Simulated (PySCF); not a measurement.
Predicted microwave data (PBE0-D3(BJ)/def2-SVP geometry optimisation, gas phase (PySCF)) for one isomer of C5H11B:

```
Rotational constants : A = 6074, B = 2164, C = 1807 MHz
Dipole components    : |μa| = 2.39 D, |μb| = 0.68 D, |μc| = 0.34 D
Inertial defect      : -37.11 u·Å²
κ                    : -0.83
```

Question: Which candidate fits, each taken in the one conformer that was computed?
A. `[BH2:1]/[CH:2]=[C:3](\[CH3:4])[CH2:5][CH3:6]` with C2–C3–C5–C6 104°
B. `[CH3:1][B:2]1[CH2:3][CH2:4][CH2:5][CH2:6]1` with C1–B2–C3–C4 172°, B2–C3–C4–C5 30°, C3–C4–C5–C6 -39°, C4–C5–C6–B2 31°
C. `[BH2:1][C@H:2]([CH3:3])[CH2:4][CH:5]=[CH2:6]` with H–B1–C2–C3 -30° and 156°, B1–C2–C4–C5 -56°, C2–C4–C5–C6 123°
D. `[BH2:1][C@@H:2]1[CH2:3][CH2:4][C@@H:5]1[CH3:6]` with H–B1–C2–C3 -37° and 148°, B1–C2–C3–C4 -147°, C2–C3–C4–C5 14°, C3–C4–C5–C6 102°, B1–C2–C5–C4 146°
E. `[CH3:1][BH:2][CH2:3]/[CH:4]=[CH:5]/[CH3:6]` with C1–B2–C3–C4 156°, B2–C3–C4–C5 -127°
F. `[BH:1]1[CH2:2][CH2:3][CH2:4][CH2:5][CH2:6]1` with C6–B1–C2–C3 19°, B1–C2–C3–C4 -38°, C2–C3–C4–C5 60°, C3–C4–C5–C6 -60°

Answer: A. It is B/C=C(\C)CC, an asymmetric top, point group C1. The candidates at the same level (rigid rotor, commonest isotopes):

| SMILES | A (MHz) | B (MHz) | C (MHz) | μa (D) | μb (D) | μc (D) | Δ (u·Å²) | point group | rotor |
| --- | --- | --- | --- | --- | --- | --- | --- | --- | --- |
| B[C@@H]1CC[C@@H]1C | 4398 | 3757 | 2413 | 0.63 | 0.31 | 0.37 | -39.94 | C1 | asymmetric top |
| CBC/C=C/C | 13718 | 1181 | 1175 | 0.35 | 0.44 | 0.02 | -34.90 | C1 | near-prolate asymmetric top |
| CB1CCCC1 | 6211 | 2777 | 2078 | 0.29 | 0.03 | 0.11 | -20.10 | – | asymmetric top |
| B1CCCCC1 | 4504 | 4161 | 2399 | 0.00 | 0.46 | 0.17 | -23.04 | Cs | asymmetric top |
| B/C=C(\C)CC | 6074 | 2164 | 1807 | 2.39 | 0.68 | 0.34 | -37.11 | C1 | asymmetric top |
| B[C@H](C)CC=C | 7040 | 1958 | 1670 | 0.27 | 0.70 | 0.26 | -27.22 | C1 | asymmetric top |

`B[C@H](C)CC=C` has A 16 % too high; `CB1CCCC1` has B 28 % too high; `CBC/C=C/C` has A 126 % too high; `B1CCCCC1` has B 92 % too high; `B[C@@H]1CC[C@@H]1C` has B 74 % too high. No structure here is proved a minimum.
